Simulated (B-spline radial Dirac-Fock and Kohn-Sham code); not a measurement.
## Kohn-Sham estimates against Dirac-Fock for the levels of Nd⁴⁶⁺

System: the Nd⁴⁶⁺ ion, configuration 1s2 2s2 2p6 3s2 3p2.

The density-functional columns are spherical, spin-unpolarised Dirac-Kohn-Sham results without Breit or QED terms: −ε is minus the orbital energy of the initial state and ΔSCF the difference of two total energies. The reference in the last column comes from Dirac-Fock energy differences between relaxed states, corrected for Breit and QED terms. All numbers are from an atomic code on a B-spline grid, in eV; a selection of levels is shown. The Kohn-Sham columns are given as differences from the reference. For the 1s level of heavy atoms much of the gap between ΔSCF and the reference is the Breit and QED part, -173.9 eV here; for other levels the error of the functional can be larger.

| level | LDA −ε − DF | LDA ΔSCF − DF | Dirac-Fock |
| --- | --- | --- | --- |
| 1s | -303.8 | +164.8 | 46730.7 |
| 2s | -155.5 | -40.7 | 10118.3 |
| 2p1/2 | -113.8 | +23.8 | 9743.4 |
| 2p3/2 | -118.7 | +9.6 | 9213.3 |
| 3s | -40.8 | +6.7 | 4015.0 |
| 3p | -43.7 | +5.6 | 3806.0 |

Values without a named source are computed, but for edge energies of neutral atoms, which are taken from tables.
